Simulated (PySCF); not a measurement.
## `N#Cc1nccs1`, C₄H₂N₂S

Cartesian coordinates in Å; atom numbers follow the order of the lines, from 1:
```xyz
9

N     3.337   -0.863    0.639
C     2.229   -0.564    0.476
C     0.876   -0.161    0.288
N    -0.085   -0.950   -0.105
C    -1.255   -0.271   -0.189
C    -1.196    1.061    0.144
S     0.399    1.486    0.583
H    -2.161   -0.790   -0.505
H    -2.001    1.795    0.150
```

The calculation used quadratic response CAM-B3LYP/def2-TZVPD first hyperpolarisability, Taylor convention, gas phase (PySCF). Geometry: PBE0-D3(BJ)/def2-SVP.

Give the tensor of the static β(0;0,0) in the axes of these coordinates.

In au, Taylor convention; rows are the first index (the induced dipole):
|  | xx | yy | zz | xy | xz | yz |
| --- | --- | --- | --- | --- | --- | --- |
| x | -109.8 | +0.2 | +20.8 | +51.3 | -19.8 | +12.9 |
| y | +51.3 | -87.6 | -31.2 | +0.2 | +12.9 | -4.9 |
| z | -19.8 | -4.9 | -10.4 | +12.9 | +20.8 | -31.2 |

Norm of βᵢ = ⅓ Σⱼ (βᵢⱼⱼ + βⱼᵢⱼ + βⱼⱼᵢ): 116.9 au, hyper-Rayleigh value 65.5 au.
